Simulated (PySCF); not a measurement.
Deuteron quadrupole couplings in `C[C@H]([SiH2]F)[SiH2]C(F)(F)F`

C3H8F4Si2.
Z-matrix (Å and degrees, GFN2-xTB geometry), rows numbered from 1:
```
C 
C   1  1.5341
Si  2  1.9161  1  110.45
F   3  1.6114  2  105.12  1   -62.44
Si  2  1.8967  1  110.33  3  -126.27
C   5  1.9484  2  105.92  1  -170.70
F   6  1.3468  5  112.64  2   156.91
F   6  1.3493  5  113.08  2   -82.99
F   6  1.3524  5  112.94  2    36.94
H   1  1.0883  2  110.91  3   -58.41
H   1  1.0882  2  111.16  3  -178.67
H   1  1.0873  2  110.53  3    61.47
H   2  1.0959  1  107.89  3   116.65
H   3  1.4564  2  110.67  1    50.02
H   3  1.4493  2  114.20  1  -178.39
H   5  1.4653  2  113.26  1   -57.54
H   5  1.4610  2  115.78  1    73.71
```

Level: PBE0/pcSseg-1 (PySCF, non-relativistic); Q(2H) = 0.00286 b; rigid geometry, the same for H and D, with no vibrational averaging.

Task: Rank these positions by the coupling χzz of a deuteron there, largest first.
A. H10 (methyl hydrogen)
B. H16 (Si–H hydrogen)
C. H13 (methine hydrogen)
D. H15 (Si–H hydrogen)

Result: A (210 kHz), C (204 kHz), D (112 kHz), B (107 kHz).

Task: What are Vzz, η and χzz (234.96 MHz × Q × Vzz) at all hydrogens?

Result: 
| atom | bonded to | bond length (Å) | Vzz (au) | η | χzz (kHz) |
| --- | --- | --- | --- | --- | --- |
| H10 | C1 | 1.088 | 0.3123 | 0.03 | 210 |
| H11 | C1 | 1.088 | 0.3123 | 0.03 | 210 |
| H12 | C1 | 1.087 | 0.3108 | 0.02 | 209 |
| H13 | C2 | 1.096 | 0.3040 | 0.02 | 204 |
| H14 | Si3 | 1.456 | 0.1631 | 0.01 | 110 |
| H15 | Si3 | 1.449 | 0.1660 | 0.01 | 112 |
| H16 | Si5 | 1.465 | 0.1585 | 0.02 | 107 |
| H17 | Si5 | 1.461 | 0.1613 | 0.02 | 108 |

Task: Average by the element that carries the hydrogen.

Result: on C: 208 kHz over 4 positions, mean bond length 1.090 Å; on Si: 109 kHz over 4 positions, mean bond length 1.458 Å.

Task: A static deuteron (I = 1) shows a doublet split by (3/2)χ, (3/4)χ(1 + η) and (3/4)χ(1 − η) with the field along z, y and x of the gradient. What are these for H13?

Result: With |χ| = 204.3 kHz and η = 0.019: 306, 156 and 150 kHz, to first order and without motion.

Isolated species at its GFN2-xTB geometry (one conformer only). GFN2-xTB bond lengths can be off by several hundredths of an ångström, more for odd bonds, and the gradients follow them. With so small a basis the couplings can be 20 % off.
